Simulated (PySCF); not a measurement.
Fine-structure interval along the 13-electron series

Calculated with PySCF 2.14 and a two-component X2C-1e Hamiltonian (Gaussian nucleus, no Breit or QED terms), each ion in its own even-tempered basis scaled to its charge; GMP2 freezes 1s2 and drops the highest virtual spinors. Values in cm⁻¹.

| ion | configuration | GHF (screened spin-orbit) | GMP2 (screened spin-orbit) | GHF (bare spin-orbit) |
| --- | --- | --- | --- | --- |
| Re⁶²⁺ | [Ne] 3s2 3p1 | 3173800 | 3167100 | 3270600 |
| Ir⁶⁴⁺ | [Ne] 3s2 3p1 | 3598300 | 3591300 | 3705900 |

Question: Fill in the row of Os⁶³⁺.

Answer: configuration: [Ne] 3s2 3p1; GHF (screened spin-orbit): 3380500; GMP2 (screened spin-orbit): 3373700; GHF (bare spin-orbit): 3482600.
